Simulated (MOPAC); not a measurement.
MOPAC input (PM7):

```
PM7 PRECISE GNORM=0.05 LET XYZ GEO-OK AUX(PRECISION=9) THREADS=1
H3As

As    0.00033700 1    0.00016000 1    0.07075400 1
H    -0.77588200 1   -1.00630300 1   -0.77234000 1
H    -0.48757000 1    1.16924800 1   -0.77864200 1
H     1.25234300 1   -0.16823600 1   -0.78388900 1
```

Output:

```
 *******************************************************************************
 **                                                                           **
 **                              MOPAC v23.2.5                                **
 **                                                                           **
 *******************************************************************************
 ** MOPAC's Digital Object Identifier: https://doi.org/10.5281/zenodo.6511958 **
 **                                                                           **
 ** Please cite the open-source release paper for use of this MOPAC version:  **
 ** J. E. Moussa and J. J. P. Stewart (2026)                                  **
 ** MOPAC: An open-source semiempirical molecular orbital program             **
 ** J. Open Source Softw., 11(119), 8025, https://doi.org/10.21105/joss.08025 **
 *******************************************************************************

                              PM7 CALCULATION RESULTS

 *******************************************************************************
 *  PM7        - The PM7 Hamiltonian to be used
 *  GEO-OK     - OVERRIDE INTERATOMIC DISTANCE AND OTHER SAFETY CHECKS
 *  LET        - OVERRIDE SOME SAFETY CHECKS
 *  PRECISE    - TIGHTER CRITERIA TO BE USED
 *  XYZ        - CARTESIAN COORDINATE SYSTEM TO BE USED
 *  GNORM      - EXIT WHEN GRADIENT NORM DROPS BELOW 0.050
 *  AUX        - OUTPUT AUXILIARY INFORMATION
 *******************************************************************************
PM7 PRECISE GNORM=0.05 LET XYZ GEO-OK AUX(PRECISION=9) THREADS=1
 H3As

   ATOM   CHEMICAL          X               Y               Z
  NUMBER   SYMBOL      (ANGSTROMS)     (ANGSTROMS)     (ANGSTROMS)

     1      As          0.00033700  *   0.00016000  *   0.07075400  *
     2       H         -0.77588200  *  -1.00630300  *  -0.77234000  *
     3       H         -0.48757000  *   1.16924800  *  -0.77864200  *
     4       H          1.25234300  *  -0.16823600  *  -0.78388900  *

          CARTESIAN COORDINATES

    NO.       ATOM           X           Y           Z

     1        As          0.0003      0.0002      0.0708
     2         H         -0.7759     -1.0063     -0.7723
     3         H         -0.4876      1.1692     -0.7786
     4         H          1.2523     -0.1682     -0.7839

 General Reference for PM7:
 "Optimization of Parameters for Semiempirical Methods VI: More Modifications to the
 NDDO Approximations and Re-optimization of Parameters", J. J. P. Stewart, J. Mol. Mod., 1:32, 19 (2013)
 https://link.springer.com/article/10.1007/s00894-012-1667-x

           Empirical Formula: H3 As  =     4 atoms

      MOLECULAR POINT GROUP   :   C3v

      RHF CALCULATION, NO. OF DOUBLY OCCUPIED LEVELS = 4

          Geometry optimization using EF

          DIAGONAL MATRIX USED AS START HESSIAN

 CYCLE:     1  GRAD.:    15.259 HEAT: -4.102482
 CYCLE:     2  GRAD.:     7.388 HEAT: -4.584836
 CYCLE:     3  GRAD.:     0.960 HEAT: -4.718911
 CYCLE:     4  GRAD.:     1.010 HEAT: -4.718755
 CYCLE:     5  GRAD.:     0.001 HEAT: -4.719621

     GRADIENT =  0.00122 IS LESS THAN CUTOFF =  0.05000

 -------------------------------------------------------------------------------
 PM7 PRECISE GNORM=0.05 LET XYZ GEO-OK AUX(PRECISION=9) THREADS=1
 H3As

     GEOMETRY OPTIMISED USING EIGENVECTOR FOLLOWING (EF).
     SCF FIELD WAS ACHIEVED

                              PM7 CALCULATION
                                                       MOPAC v23.2.5 Linux

          FINAL HEAT OF FORMATION =         -4.71962 KCAL/MOL =     -19.74689 KJ/MOL

          COSMO AREA              =         67.42 SQUARE ANGSTROMS
          COSMO VOLUME            =         50.43 CUBIC ANGSTROMS

          GRADIENT NORM           =          0.00122          =       0.00061 PER ATOM
          IONIZATION POTENTIAL    =          9.536088 EV
          HOMO LUMO ENERGIES (EV) =         -9.536 -1.351
          NO. OF FILLED LEVELS    =          4
          MOLECULAR WEIGHT        =         77.9453         POINT GROUP:  C3v

          MOLECULAR DIMENSIONS (Angstroms)

            Atom       Atom       Distance
            H     4    H     2     2.26039
            H     3    H     2     1.95756
            H     3   As     1     0.78416

          SCF CALCULATIONS        =          6

   ATOM   CHEMICAL          X               Y               Z
  NUMBER   SYMBOL      (ANGSTROMS)     (ANGSTROMS)     (ANGSTROMS)

     1      As          0.00025722  *   0.00012212  *   0.05400307  *
     2       H         -0.79880927  *  -1.03631885  *  -0.72402090  *
     3       H         -0.50185094  *   1.20447366  *  -0.73051148  *
     4       H          1.29023901  *  -0.17311920  *  -0.73591648  *

                             CARTESIAN COORDINATES

   1   As        0.000257225     0.000122118     0.054003067
   2    H       -0.798809268    -1.036318852    -0.724020895
   3    H       -0.501850937     1.204473657    -0.730511481
   4    H        1.290239007    -0.173119196    -0.735916479

           Empirical Formula: H3 As  =     4 atoms

      MOLECULAR POINT GROUP   :   C3v

                  EIGENVALUES
 -18.39208 -13.63612 -13.63612  -9.53609  -1.35118  -1.35118  -1.13342  -1.13342
  -1.07741   3.86705   3.86705   4.00588

              NET ATOMIC CHARGES AND DIPOLE CONTRIBUTIONS

  ATOM NO.   TYPE          CHARGE      No. of ELECS.   s-Pop       p-Pop       d-Pop
    1         As          -0.209168        5.2092     1.64683     3.31859     0.24375
    2          H           0.069723        0.9303     0.93028
    3          H           0.069723        0.9303     0.93028
    4          H           0.069723        0.9303     0.93028
 DIPOLE           X         Y         Z       TOTAL
 POINT-CHG.    -0.004    -0.002    -0.788     0.788
 HYBRID        -0.002    -0.001    -0.351     0.351
 SUM           -0.005    -0.003    -1.139     1.139

          ATOMIC ORBITAL ELECTRON POPULATIONS

     Atom    s        px        py        pz      x^2-y^2     xz        z^2       yz        xy
    1 As   1.64683   0.96631   0.96630   1.38598   0.04677   0.07443   0.00093   0.07360   0.04802
    2  H   0.93028
    3  H   0.93028
    4  H   0.93028

 **********************
 *                    *
 * JOB ENDED NORMALLY *
 *                    *
 **********************

 == MOPAC DONE ==
```

The geometry given is a B3LYP-D3(BJ)/def2-TZVP minimum.
